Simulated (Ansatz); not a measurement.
Steps of a relaxation of `NB1O[SiH]1F` with RKS PBE0-D4/def2-TZVP.

```sh
$ ansatz run in.yaml --threads 2 --pin off --events-out ev --progress --plain --max-ram 4352MiB
```

```yaml
crystal:
  periodic: [false, false, false]
  atoms:
    - {symbol: N, position_ang: [0.555353, 1.179897, 1.197885]}
    - {symbol: B, position_ang: [0.208240, 0.237423, 0.232654]}
    - {symbol: O, position_ang: [0.835538, -0.911874, -0.225134]}
    - {symbol: Si, position_ang: [-0.687715, -0.787221, -1.097667]}
    - {symbol: F, position_ang: [-1.720890, -2.013866, -0.757746]}
    - {symbol: H, position_ang: [-0.026119, 1.982252, 1.430570]}
    - {symbol: H, position_ang: [1.415789, 1.100593, 1.743710]}
    - {symbol: H, position_ang: [-0.487998, -0.844204, -2.580072]}
basis:
  gaussian: {orbitals: def2-TZVP}
hamiltonian: {xc: pbe0, dispersion: d4}
relax: {f_tol: 0.005, max_steps: 150}
```

Positions (Å) and forces (eV/Å) along the path, 8 of 8 steps:

```xyz
8
step=1 energy=-14852.9053 eV
N     0.555    1.180    1.198    0.066    0.105    0.137
B     0.208    0.237    0.233    0.167   -0.151    0.054
O     0.836   -0.912   -0.225   -1.111    0.456   -0.363
Si   -0.688   -0.787   -1.098    0.287   -1.002    0.602
F    -1.721   -2.014   -0.758    0.850    1.044   -0.274
H    -0.026    1.982    1.431    0.370   -0.535   -0.166
H     1.416    1.101    1.744   -0.548    0.061   -0.343
H    -0.488   -0.844   -2.580   -0.080    0.022    0.352
8
step=2 energy=-14852.9635 eV
N     0.552    1.173    1.191    0.066   -0.025    0.029
B     0.207    0.235    0.232   -0.047   -0.027   -0.042
O     0.828   -0.910   -0.225   -0.678    0.150   -0.322
Si   -0.675   -0.788   -1.093    0.193   -0.643    0.562
F    -1.708   -1.991   -0.752    0.545    0.643   -0.185
H    -0.026    1.964    1.422    0.077   -0.127   -0.054
H     1.404    1.099    1.730   -0.134    0.021   -0.074
H    -0.489   -0.839   -2.562   -0.021    0.009    0.086
8
step=3 energy=-14852.9931 eV
N     0.550    1.167    1.188    0.083   -0.045    0.028
B     0.193    0.238    0.231   -0.171    0.206    0.002
O     0.802   -0.906   -0.235    0.112   -0.109    0.010
Si   -0.667   -0.793   -1.082    0.092   -0.028   -0.027
F    -1.676   -1.977   -0.750   -0.098   -0.069    0.019
H    -0.017    1.964    1.411   -0.015   -0.003   -0.002
H     1.396    1.085    1.727    0.012    0.017    0.010
H    -0.489   -0.835   -2.547   -0.014    0.032   -0.039
8
step=4 energy=-14852.9950 eV
N     0.550    1.168    1.187    0.068   -0.045    0.011
B     0.191    0.239    0.230   -0.158    0.137   -0.002
O     0.802   -0.911   -0.226    0.079   -0.088   -0.033
Si   -0.661   -0.799   -1.083    0.043    0.002    0.035
F    -1.682   -1.977   -0.750   -0.023   -0.017   -0.013
H    -0.020    1.961    1.415   -0.008    0.008   -0.007
H     1.400    1.090    1.722    0.002    0.006    0.010
H    -0.489   -0.828   -2.550   -0.002   -0.004   -0.003
8
step=5 energy=-14852.9961 eV
N     0.551    1.169    1.188    0.024   -0.029   -0.010
B     0.184    0.244    0.230   -0.052    0.007   -0.017
O     0.801   -0.910   -0.223    0.003    0.012   -0.008
Si   -0.659   -0.804   -1.083    0.021   -0.008    0.037
F    -1.682   -1.982   -0.754    0.007    0.014   -0.016
H    -0.016    1.965    1.417   -0.006    0.014    0.002
H     1.402    1.088    1.721    0.004   -0.004    0.003
H    -0.490   -0.826   -2.551   -0.001   -0.008    0.008
8
step=6 energy=-14852.9964 eV
N     0.551    1.169    1.188   -0.009    0.008   -0.003
B     0.178    0.247    0.230   -0.002   -0.012   -0.006
O     0.800   -0.907   -0.222    0.001    0.007   -0.003
Si   -0.658   -0.806   -1.082   -0.002   -0.001    0.012
F    -1.681   -1.984   -0.757    0.005    0.007   -0.007
H    -0.012    1.967    1.418    0.006    0.001    0.005
H     1.403    1.084    1.719    0.000   -0.006   -0.004
H    -0.489   -0.827   -2.550    0.002   -0.004    0.006
8
step=7 energy=-14852.9964 eV
N     0.550    1.169    1.188   -0.011    0.007   -0.002
B     0.176    0.247    0.230    0.008   -0.007   -0.002
O     0.800   -0.905   -0.222   -0.002    0.006    0.002
Si   -0.658   -0.806   -1.082   -0.001   -0.003    0.002
F    -1.681   -1.985   -0.758    0.000    0.001   -0.001
H    -0.011    1.968    1.420    0.004    0.000    0.003
H     1.403    1.083    1.717    0.002   -0.004   -0.002
H    -0.488   -0.829   -2.549    0.001    0.001    0.000
8
step=8 energy=-14852.9965 eV
N     0.550    1.170    1.188   -0.005    0.003   -0.001
B     0.176    0.248    0.230    0.002    0.001    0.002
O     0.800   -0.904   -0.222    0.001   -0.002    0.001
Si   -0.658   -0.806   -1.082   -0.001    0.001   -0.002
F    -1.681   -1.985   -0.758    0.000    0.000    0.001
H    -0.010    1.969    1.421    0.001   -0.001    0.001
H     1.403    1.081    1.716    0.002   -0.001    0.000
H    -0.488   -0.829   -2.549    0.000    0.000   -0.001
```

Hardware: 2 threads of an Arm Neoverse V2 on a shared host. Wall time 30 s, peak host memory 0.38 GiB.
